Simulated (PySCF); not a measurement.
# Telling isomers of C$_{4}$H$_{12}$Si$_{3}$ apart by NMR

- GFN2-xTB structure
- shielding tensors at PBE0/pcSseg-1 (GIAO)
- run in PySCF
- one computed conformer, no solvent, non-relativistic Hamiltonian, averaged over atoms made equivalent by symmetry, fast rotation or ring inversion

Chemical shifts δ = σref − σ; 1H (σref 31.72), 13C (σref 186.93) vs TMS, all at this level. Where no couplings were computed, multiplicities follow the n + 1 count of equivalent neighbours, and m marks all less simple cases (inequivalent or close neighbours, rings, F or P nearby). Shifts are as computed. Against solution values, carbons near 30 ppm lie about +3 ppm off and those near 130 ppm about +5 ppm. Of 1313 compounds with measured shifts, 239 miss one by over three times the rms of a fit or turn the order of signals round; such compounds aren't used in these exercises.

(1) Tabulate the signals of `C[SiH2]C#C[SiH2]C[SiH3]`, `C=C[Si@H]1[SiH2][C@H](C)[SiH2]1` and their relative energies.

(2) What is the quickest way to tell C[SiH2]C#C[SiH2]C[SiH3] from C=C[Si@H]1[SiH2][C@H](C)[SiH2]1?

Answers

(1) 
| SMILES | carbon types | δC | δH | E rel. (kcal/mol) |
| --- | --- | --- | --- | --- |
| C[SiH2]C#C[SiH2]C[SiH3] | 2×C 1×CH2 1×CH3 | 117.9, 117.8, -4.6, -9.5 | 4.45 (q, 2H), 4.44 (t, 2H), 3.94 (t, 3H), 0.31 (t, 3H), 0.13 (m, 2H) | 0.0 |
| C=C[Si@H]1[SiH2][C@H](C)[SiH2]1 | 2×CH 1×CH2 1×CH3 | 145.7, 139.2, 21.6, 7.5 | 6.64 (m, 1H), 6.64 (m, 1H), 6.34 (m, 1H), 5.15 (m, 1H), 4.73 (m, 2H), 4.34 (m, 2H), 1.49 (m, 1H), 1.43 (m, 3H) | 0.0 |

Energies are electronic energies at PBE0/pcSseg-1 on these geometries, without zero-point or thermal terms, each for the one conformer computed, which needn't be the lowest.

(2) Both give the same number of carbon signals, but DEPT or the intensities differ. The first has an alkyne carbon (C) at 117.9 ppm, the second a terminal =CH2 carbon at 145.7 ppm. In the proton spectra the most deshielded non-exchanging signals are 4.45 (q, 2H) and 6.64 (m, 1H).
